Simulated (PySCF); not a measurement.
PySCF input file for MnCl2, SMILES [Cl][Mn][Cl] (connectivity only; charge and spin as stated), neutral, multiplicity 6, TDA-B3LYP/def2-SVPD. Geometry optimised at r2SCAN-D4/def2-TZVP. The multiplicity is an assumed one; other spin states were not compared. The isomer is the one that the SMILES or the coordinates give; other isomers of the formula were not compared.

```python
import numpy as np
from pyscf import gto, scf, dft, tdscf

mol = gto.M(
    atom='''
    Mn    0.00000000    0.00000000    0.00000000
    Cl    0.00000000    0.00000000   -2.17077680
    Cl    0.00000000    0.00000000    2.17077680
    ''',
    basis='def2-SVPD',
    charge=0,
    spin=5,
    max_memory=1600,
    verbose=4,
)
mf = dft.UKS(mol, xc='b3lyp').density_fit(auxbasis='def2-universal-jkfit')
mf.grids.level = 3
mf.conv_tol = 1e-9
mf.max_cycle = 100
mf.kernel()
fine, coarse = mf.grids, dft.Grids(mol).set(level=1).build(with_non0tab=True)
for _ in range(3):  # follow internal instabilities
    mf.grids = coarse
    mo, _, stable, _ = mf.stability(return_status=True, nroots=4)
    mf.grids = fine
    if stable:
        break
    mf.kernel(mf.make_rdm1(mo, mf.mo_occ))
mf.grids = dft.Grids(mol).set(level=1).build(with_non0tab=True)  # coarser grid for the response kernel
td = tdscf.TDA(mf)
td.nstates = 10
td.conv_tol = 1e-4
td.positive_eig_threshold = 1e-6
td.kernel(x0=td.get_init_guess(mf, 15))
td.analyze()
```

It prints:

```
PySCF version 2.14.0

[INPUT] verbose = 4
[INPUT] num. atoms = 3
[INPUT] num. electrons = 59
[INPUT] charge = 0
[INPUT] spin (= nelec alpha-beta = 2S) = 5
[INPUT] symmetry False subgroup None
[INPUT] Mole.unit = angstrom
[INPUT] Symbol           X                Y                Z      unit          X                Y                Z       unit  Magmom
[INPUT]  1 Mn     0.000000000000   0.000000000000   0.000000000000 AA    0.000000000000   0.000000000000   0.000000000000 Bohr   0.0
[INPUT]  2 Cl     0.000000000000   0.000000000000  -2.170776800000 AA    0.000000000000   0.000000000000  -4.102173629560 Bohr   0.0
[INPUT]  3 Cl     0.000000000000   0.000000000000   2.170776800000 AA    0.000000000000   0.000000000000   4.102173629560 Bohr   0.0

nuclear repulsion = 242.432449185904
number of shells = 34
number of NR pGTOs = 166
number of NR cGTOs = 88
basis = def2-SVPD
ecp = {}


[settings echo left out]
init E= -2069.94268275406
  alpha nocc = 32  HOMO = 0.0625784126563422  LUMO = 0.0941549822435644
  beta  nocc = 27  HOMO = -0.341258899045194  LUMO = -0.0129890142450568

WARN: HOMO 0.0625784126563422 >= LUMO -0.0129890142450568

cycle= 1 E= -2060.86745560096  delta_E= 9.08  |g|= 2.78  |ddm|= 19.4

WARN: alpha nocc = 32  HOMO -0.928064023276568 >= LUMO -0.928904963960346

  beta  nocc = 27  HOMO = -1.23711497171482  LUMO = -1.11675222599785

WARN: HOMO -0.928064023276568 >= LUMO -1.11675222599785

cycle= 2 E= -2034.68965683533  delta_E= 26.2  |g|= 5.25  |ddm|= 20.3
  alpha nocc = 32  HOMO = -0.741860001411189  LUMO = -0.450481107693427
  beta  nocc = 27  HOMO = -0.809126531943932  LUMO = -0.796648236937297

WARN: HOMO -0.741860001411189 >= LUMO -0.796648236937297

cycle= 3 E= -2059.91724362462  delta_E= -25.2  |g|= 4.12  |ddm|= 9.41
  alpha nocc = 32  HOMO = -0.634286553472355  LUMO = -0.359314519652775
  beta  nocc = 27  HOMO = -0.665835451926878  LUMO = -0.642514067425283

WARN: HOMO -0.634286553472355 >= LUMO -0.642514067425283

cycle= 4 E= -2061.66472595918  delta_E= -1.75  |g|= 3.98  |ddm|= 0.687
  alpha nocc = 32  HOMO = -0.667002106596028  LUMO = -0.362051240008282
  beta  nocc = 27  HOMO = -0.694704090485028  LUMO = -0.674168186201032

WARN: HOMO -0.667002106596028 >= LUMO -0.674168186201032

cycle= 5 E= -2061.0111560151  delta_E= 0.654  |g|= 4.05  |ddm|= 0.35
  alpha nocc = 32  HOMO = -0.661758488072006  LUMO = -0.360983566316798
  beta  nocc = 27  HOMO = -0.692711192611486  LUMO = -0.670353811028843

WARN: HOMO -0.661758488072006 >= LUMO -0.670353811028843

cycle= 6 E= -2060.84235948106  delta_E= 0.169  |g|= 4.07  |ddm|= 0.0807
  alpha nocc = 32  HOMO = -0.628150808893178  LUMO = -0.322002691696357
  beta  nocc = 27  HOMO = -0.65959108602121  LUMO = -0.637930871164266

WARN: HOMO -0.628150808893178 >= LUMO -0.637930871164266

cycle= 7 E= -2060.81993684127  delta_E= 0.0224  |g|= 4.06  |ddm|= 0.205
  alpha nocc = 32  HOMO = -0.583677919512225  LUMO = -0.270616601975179
  beta  nocc = 27  HOMO = -0.575750693298914  LUMO = -0.553941099489337
  HOMO = -0.575750693299  LUMO = -0.553941099489  gap/eV = 0.59347
cycle= 8 E= -2061.34191551183  delta_E= -0.522  |g|= 4.03  |ddm|= 0.305
  alpha nocc = 32  HOMO = -0.555495630057874  LUMO = -0.22509725830595
  beta  nocc = 27  HOMO = -0.531598991928024  LUMO = -0.507547168811593
  HOMO = -0.531598991928  LUMO = -0.507547168812  gap/eV = 0.65448
cycle= 9 E= -2060.92880950814  delta_E= 0.413  |g|= 4.08  |ddm|= 0.188
  alpha nocc = 32  HOMO = 0.106622022975075  LUMO = 0.128351906299308
  beta  nocc = 27  HOMO = -0.191246426011841  LUMO = 0.0186145134214941

WARN: HOMO 0.106622022975075 >= LUMO 0.0186145134214941

cycle= 10 E= -2058.29636834209  delta_E= 2.63  |g|= 2.78  |ddm|= 14.8
  alpha nocc = 32  HOMO = -0.56011077264099  LUMO = -0.260461615649119
  beta  nocc = 27  HOMO = -0.530321778952568  LUMO = -0.493670677279564
  HOMO = -0.530321778953  LUMO = -0.49367067728  gap/eV = 0.99733
cycle= 11 E= -2061.35322787078  delta_E= -3.06  |g|= 4.04  |ddm|= 14.8
  alpha nocc = 32  HOMO = -0.548223226115722  LUMO = -0.35070722391102
  beta  nocc = 27  HOMO = -0.607693610141893  LUMO = -0.516753478139341
  HOMO = -0.548223226116  LUMO = -0.516753478139  gap/eV = 0.85634
cycle= 12 E= -2057.94851027489  delta_E=  3.4  |g|= 4.38  |ddm|=  1.8
  alpha nocc = 32  HOMO = -0.600579222468479  LUMO = -0.433291162489498
  beta  nocc = 27  HOMO = -0.682222045407949  LUMO = -0.568220370132442
  HOMO = -0.600579222468  LUMO = -0.568220370132  gap/eV = 0.88053
cycle= 13 E= -2056.70929138965  delta_E= 1.24  |g|= 4.61  |ddm|= 1.84
  alpha nocc = 32  HOMO = -0.589785752946243  LUMO = -0.438600621353564
  beta  nocc = 27  HOMO = -0.692603717654914  LUMO = -0.581014110400446
  HOMO = -0.589785752946  LUMO = -0.5810141104  gap/eV = 0.23869
cycle= 14 E= -2056.21066139966  delta_E= 0.499  |g|= 4.66  |ddm|= 0.497
  alpha nocc = 32  HOMO = -0.601704628451284  LUMO = -0.432839791446836
  beta  nocc = 27  HOMO = -0.681500184742731  LUMO = -0.581498768386153
[...]
  beta  nocc = 27  HOMO = -0.629195038181976  LUMO = -0.518929873448612
  HOMO = -0.541072415243  LUMO = -0.518929873449  gap/eV = 0.60253
cycle= 30 E= -2061.33852436803  delta_E= 0.605  |g|= 4.04  |ddm|= 0.244
  alpha nocc = 32  HOMO = -0.49108727319763  LUMO = -0.208974323755424
  beta  nocc = 27  HOMO = -0.517112861076281  LUMO = -0.488469865925903
  HOMO = -0.491087273198  LUMO = -0.488469865926  gap/eV = 0.07122
cycle= 31 E= -2066.3023518123  delta_E= -4.96  |g|= 3.01  |ddm|=  1.2
  alpha nocc = 32  HOMO = -0.284017393392663  LUMO = -0.105130718152607
  beta  nocc = 27  HOMO = -0.368704629830463  LUMO = -0.265848843642986
  HOMO = -0.284017393393  LUMO = -0.265848843643  gap/eV = 0.49439
cycle= 32 E= -2070.75225626194  delta_E= -4.45  |g|= 0.856  |ddm|= 2.24
  alpha nocc = 32  HOMO = -0.176680161130755  LUMO = 0.0200628104658622
  beta  nocc = 27  HOMO = -0.181108796486362  LUMO = -0.0684074420295091
  HOMO = -0.176680161131  LUMO = -0.0684074420295  gap/eV = 2.94625
cycle= 33 E= -2071.01690744875  delta_E= -0.265  |g|= 0.533  |ddm|= 1.61
  alpha nocc = 32  HOMO = -0.292699741603382  LUMO = -0.00422818504654916
  beta  nocc = 27  HOMO = -0.310002235939703  LUMO = -0.12125732475926
  HOMO = -0.292699741603  LUMO = -0.121257324759  gap/eV = 4.66519
cycle= 34 E= -2071.15774289833  delta_E= -0.141  |g|= 0.176  |ddm|= 0.647
  alpha nocc = 32  HOMO = -0.311605557525287  LUMO = -0.0113815293042087
  beta  nocc = 27  HOMO = -0.330203082767715  LUMO = -0.137367354482663
  HOMO = -0.311605557525  LUMO = -0.137367354483  gap/eV = 4.74126
cycle= 35 E= -2071.17277256142  delta_E= -0.015  |g|= 0.0705  |ddm|= 0.207
  alpha nocc = 32  HOMO = -0.303250318396157  LUMO = -0.00890528269838984
  beta  nocc = 27  HOMO = -0.323593305656805  LUMO = -0.138321935922734
  HOMO = -0.303250318396  LUMO = -0.138321935923  gap/eV = 4.48793
cycle= 36 E= -2071.17519262401  delta_E= -0.00242  |g|= 0.0238  |ddm|= 0.113
  alpha nocc = 32  HOMO = -0.307126359906499  LUMO = -0.00979697577733467
  beta  nocc = 27  HOMO = -0.329523451719659  LUMO = -0.13854329240333
  HOMO = -0.307126359906  LUMO = -0.138543292403  gap/eV = 4.58738
cycle= 37 E= -2071.17554018954  delta_E= -0.000348  |g|= 0.00509  |ddm|= 0.0364
  alpha nocc = 32  HOMO = -0.306711142276812  LUMO = -0.00958954721553105
  beta  nocc = 27  HOMO = -0.329284254931641  LUMO = -0.138073107773901
  HOMO = -0.306711142277  LUMO = -0.138073107774  gap/eV = 4.58887
cycle= 38 E= -2071.17555059848  delta_E= -1.04e-05  |g|= 0.000954  |ddm|= 0.00443
  alpha nocc = 32  HOMO = -0.306600443524458  LUMO = -0.00953582850756165
  beta  nocc = 27  HOMO = -0.329242210861295  LUMO = -0.137865302991686
  HOMO = -0.306600443524  LUMO = -0.137865302992  gap/eV = 4.59152
cycle= 39 E= -2071.17555129037  delta_E= -6.92e-07  |g|= 0.000259  |ddm|= 0.00178
  alpha nocc = 32  HOMO = -0.306581195565275  LUMO = -0.0095554659813715
  beta  nocc = 27  HOMO = -0.329242446454724  LUMO = -0.137870338147191
  HOMO = -0.306581195565  LUMO = -0.137870338147  gap/eV = 4.59086
cycle= 40 E= -2071.17555134611  delta_E= -5.57e-08  |g|= 8.12e-05  |ddm|= 0.000484
  alpha nocc = 32  HOMO = -0.306585373178014  LUMO = -0.0095551875115034
  beta  nocc = 27  HOMO = -0.329250104655839  LUMO = -0.137864734377579
  HOMO = -0.306585373178  LUMO = -0.137864734378  gap/eV = 4.59112
cycle= 41 E= -2071.17555135119  delta_E= -5.08e-09  |g|= 2.59e-05  |ddm|= 0.000167
  alpha nocc = 32  HOMO = -0.306586404127255  LUMO = -0.00955769223649608
  beta  nocc = 27  HOMO = -0.329251448102859  LUMO = -0.137869169225747
  HOMO = -0.306586404127  LUMO = -0.137869169226  gap/eV = 4.59103
cycle= 42 E= -2071.17555135164  delta_E= -4.49e-10  |g|= 3.62e-06  |ddm|= 3.48e-05
  alpha nocc = 32  HOMO = -0.306584999350269  LUMO = -0.0095572182098564
  beta  nocc = 27  HOMO = -0.329250062493883  LUMO = -0.137868161876631
  HOMO = -0.30658499935  LUMO = -0.137868161877  gap/eV = 4.59102
Extra cycle  E= -2071.17555135165  delta_E= -5.91e-12  |g|= 2.9e-06  |ddm|= 7.97e-06
converged SCF energy = -2071.17555135165  <S^2> = 8.7611825  2S+1 = 6.0037263
tot grids = 20088
uhf_internal: lowest eigs of H = [0.29500384 0.29502299 0.3005394  0.30055199]
<class 'pyscf.df.df_jk.DFUKS'> wavefunction is stable in the internal stability analysis
tot grids = 20088
Overwritten attributes  positive_eig_threshold  of <class 'pyscf.tdscf.uks.TDA'>


******** <class 'pyscf.tdscf.uks.TDA'> for <class 'pyscf.df.df_jk.DFUKS'> ********
nstates = 10
deg_eia_thresh = 1.000e-03
wfnsym = None
conv_tol = 0.0001
eigh lindep = 1e-12
eigh level_shift = 0
eigh max_cycle = 100


Excitation energies (eV)
[4.03080173 4.03080173 4.13352675 4.13352675 4.59746848 4.70527411
 4.70527411 4.73235014 4.73235014 4.76644413]

** Excitation energies and oscillator strengths **
Excited State   1:      4.03080 eV    307.59 nm  f=0.0110
      27b ->   28b     -0.99755
Excited State   2:      4.03080 eV    307.59 nm  f=0.0110
      26b ->   28b     -0.99755
Excited State   3:      4.13353 eV    299.95 nm  f=0.0000
      25b ->   28b      0.99752
Excited State   4:      4.13353 eV    299.95 nm  f=0.0000
      24b ->   28b      0.99752
Excited State   5:      4.59747 eV    269.68 nm  f=0.0004
      23b ->   28b     -0.98896
Excited State   6:      4.70527 eV    263.50 nm  f=0.0000
      26b ->   29b     -0.70481
      27b ->   30b      0.70930
Excited State   7:      4.70527 eV    263.50 nm  f=0.0000
      26b ->   30b     -0.70930
      27b ->   29b     -0.70481
Excited State   8:      4.73235 eV    261.99 nm  f=0.0022
      26b ->   30b     -0.70414
      27b ->   29b      0.70864
Excited State   9:      4.73235 eV    261.99 nm  f=0.0022
      26b ->   29b     -0.70864
      27b ->   30b     -0.70414
Excited State  10:      4.76644 eV    260.12 nm  f=0.0000
      24b ->   30b      0.70624
      25b ->   29b      0.70787

** Transition electric dipole moments (AU) **
state          X           Y           Z        Dip. S.      Osc.
  1        -0.3339      0.0011     -0.0000      0.1115      0.0110
  2        -0.0011     -0.3339      0.0000      0.1115      0.0110
  3         0.0000     -0.0000      0.0000      0.0000      0.0000
  4         0.0000      0.0000     -0.0000      0.0000      0.0000
  5        -0.0000      0.0000      0.0570      0.0032      0.0004
  6         0.0004      0.0000      0.0000      0.0000      0.0000
  7        -0.0000      0.0004     -0.0000      0.0000      0.0000
  8         0.0001      0.1370      0.0000      0.0188      0.0022
  9        -0.1370      0.0001      0.0000      0.0188      0.0022
 10        -0.0000      0.0000      0.0000      0.0000      0.0000

** Transition velocity dipole moments (imaginary part, AU) **
state          X           Y           Z        Dip. S.      Osc.
  1         0.0031     -0.0000      0.0000      0.0000      0.0000
  2         0.0000      0.0031      0.0000      0.0000      0.0000
  3        -0.0000      0.0000      0.0000      0.0000      0.0000
  4        -0.0000     -0.0000     -0.0000      0.0000      0.0000
  5        -0.0000     -0.0000     -0.0199      0.0004      0.0016
  6        -0.0000     -0.0000     -0.0000      0.0000      0.0000
  7         0.0000     -0.0000     -0.0000      0.0000      0.0000
  8        -0.0000     -0.0140      0.0000      0.0002      0.0008
  9         0.0140     -0.0000      0.0000      0.0002      0.0008
 10         0.0000     -0.0000      0.0000      0.0000      0.0000

** Transition magnetic dipole moments (imaginary part, AU) **
state          X           Y           Z
  1        -0.0000     -0.0000     -0.0000
  2         0.0000     -0.0000     -0.0000
  3        -0.0016     -0.7490     -0.0000
  4         0.7489     -0.0016      0.0000
  5         0.0000     -0.0000      0.0000
  6        -0.0000      0.0000      0.0000
  7         0.0000     -0.0000      0.0000
  8        -0.0000      0.0000     -0.0000
  9        -0.0000     -0.0000      0.0000
 10         0.0005     -0.0000      0.0000
```

The calculation finished and met its thresholds.
